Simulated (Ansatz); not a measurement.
Task: Name a neutral molecule of C, N and H with LUMO energy (PBE/def2-TZVPP) between -1.20 and -0.90 eV and LUMO energy (PBE0/def2-TZVPP) between -0.15 and 0.15 eV (Ansatz, PBE0-D4/def2-TZVP geometry).

Result: `N#CC1C=CCCC1` (-1.16 eV, -0.14 eV); `C1=NCCC1` (-1.02 eV, 0.12 eV); `Cc1ccc(N)cc1` (-0.91 eV, -0.03 eV). Other molecules can fit too; these were computed, each in one conformer that needn't be the lowest.
